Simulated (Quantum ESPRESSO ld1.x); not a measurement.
All-electron atom: Sr3+ in [Ar] 3d8 4s2 4p5 5p2 (not the ground configuration). Method: scalar-relativistic Kohn-Sham, LDA (Slater exchange, Perdew-Zunger correlation), spin-polarised, spherical densities, point nucleus; open shells are filled with parallel spins first; computed with ld1.x of Quantum ESPRESSO 7.5.

Normalised radial functions P(r) = r R(r), r in bohr:

r           5s up  5s down    5p up
0.003084   0.0362   0.0366   0.0013
0.003561   0.0407   0.0412   0.0017
0.004113   0.0457   0.0462   0.0022
0.00475    0.0512   0.0517   0.0028
0.005442   0.0567   0.0573   0.0036
0.006285   0.0628   0.0635   0.0047
0.007258   0.0692   0.0700   0.0060
0.008316   0.0754   0.0763   0.0077
0.009604   0.0819   0.0828   0.0099
0.01109    0.0881   0.0891   0.0127
0.01281    0.0936   0.0946   0.0163
0.01468    0.0977   0.0988   0.0204
0.01695    0.1005   0.1017   0.0259
0.01957    0.1011   0.1022   0.0326
0.0226     0.0986   0.0997   0.0407
0.0259     0.0928   0.0939   0.0498
0.02991    0.0822   0.0832   0.0611
0.03454    0.0664   0.0671   0.0740
0.03989    0.0448   0.0453   0.0884
0.0457     0.0191   0.0193   0.1029
0.05278   -0.0133  -0.0135   0.1185
0.06096   -0.0496  -0.0501   0.1331
0.06984   -0.0852  -0.0862   0.1444
0.08065   -0.1210  -0.1224   0.1517
0.09315   -0.1502  -0.1519   0.1518
0.1076    -0.1672  -0.1691   0.1417
0.1232    -0.1671  -0.1689   0.1207
0.1423    -0.1454  -0.1470   0.0848
0.1644    -0.0994  -0.1004   0.0349
0.1898    -0.0308  -0.0311  -0.0265
0.2175     0.0485   0.0491  -0.0902
0.2512     0.1361   0.1377  -0.1553
0.2901     0.2108   0.2133  -0.2071
0.3323     0.2528   0.2560  -0.2330
0.3838     0.2517   0.2551  -0.2259
0.4433     0.1949   0.1981  -0.1773
0.5119     0.0851   0.0874  -0.0883
0.5865    -0.0528  -0.0518   0.0241
0.6773    -0.2077  -0.2086   0.1559
0.7822    -0.3361  -0.3390   0.2762
0.9034    -0.4017  -0.4062   0.3574
1.035     -0.3814  -0.3867   0.3759
1.195     -0.2642  -0.2693   0.3193
1.38      -0.0631  -0.0663   0.1839
1.594      0.1849   0.1847  -0.0127
1.827      0.4160   0.4182  -0.2247
2.109      0.6084   0.6105  -0.4373
2.436      0.7105   0.7088  -0.5973
2.791      0.7105   0.7045  -0.6722
3.223      0.6193   0.6125  -0.6583
3.723      0.4689   0.4669  -0.5605
4.299      0.3060   0.3108  -0.4139
4.925      0.1764   0.1850  -0.2706
5.688      0.0829   0.0911  -0.1472
6.569      0.0321   0.0374  -0.0670
7.587      0.0100   0.0125  -0.0251
8.692      0.0027   0.0036  -0.0081
10.04      0.0005   0.0007  -0.0019

5s up (empty): eigenvalue -29.404 eV, 4 radial nodes at r = 0.0499, 0.201, 0.558, 1.43 bohr, <r> = 2.77 bohr, 90 % of the charge inside 3.92 bohr. 5s down (empty): eigenvalue -27.283 eV, 4 radial nodes at r = 0.0499, 0.201, 0.559, 1.44 bohr, <r> = 2.78 bohr, 90 % of the charge inside 3.95 bohr. 5p up: eigenvalue -23.625 eV, 3 radial nodes at r = 0.179, 0.571, 1.58 bohr, <r> = 3.12 bohr, 90 % of the charge inside 4.41 bohr.
